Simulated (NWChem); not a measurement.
System: C$_{6}$H$_{9}$NO; SMILES O(C)c1cn(cc1)C

The following NWChem deck was run.

```
start job
memory heap 200 mb stack 900 mb global 1100 mb
geometry units angstroms
  C      2.654695    -0.929103     0.358091
  O      2.049375     0.334296     0.279468
  C      0.695424     0.328597     0.095716
  C     -0.073869     1.508395    -0.004641
  C     -1.373924     1.116510    -0.183257
  N     -1.430675    -0.235626    -0.196503
  C     -2.608999    -1.036677    -0.356825
  C     -0.167633    -0.733072    -0.025820
  H      2.503488    -1.502888    -0.563470
  H      3.718984    -0.749754     0.502388
  H      2.264584    -1.507328     1.203580
  H      0.301129     2.509192     0.049911
  H     -2.258275     1.711573    -0.301541
  H     -2.514127    -1.694327    -1.224915
  H     -3.470140    -0.386624    -0.502108
  H     -2.781243    -1.655800     0.527981
  H      0.004612    -1.790520    -0.006184
end
basis spherical
  * library 6-31g*
end
dft
  xc b3lyp
  iterations 150
end
driver
  maxiter 120
end
task dft optimize
task dft freq
```

The optimisation ended at a saddle point (imaginary frequency).

The level has its own optimisation; frequencies are unscaled. Brackets give each atom's bonded neighbours.

Question: Predict the main results of this run. (B3LYP/6-31G* (spherical d).) Quantities: r C–O [C(HHHO)–O(CC)] (Å); r C–O [C(CCO)–O(CC)] (Å); r C–C [C(CCH)–C(CCO)] (Å); r C–C [C(CCO)–C(CHN)] (Å); highest harmonic frequency (cm⁻¹); lowest (cm⁻¹); zero-point energy (kcal/mol); dipole (D).

Answer: 
```json
{
  "r C–O [C(HHHO)–O(CC)] (Å)": "1.414",
  "r C–O [C(CCO)–O(CC)] (Å)": "1.364",
  "r C–C [C(CCH)–C(CCO)] (Å)": "1.423",
  "r C–C [C(CCO)–C(CHN)] (Å)": "1.385",
  "highest harmonic frequency (cm⁻¹)": "3291",
  "lowest (cm⁻¹)": "-55",
  "zero-point energy (kcal/mol)": "89.9",
  "dipole (D)": "2.69"
}
```
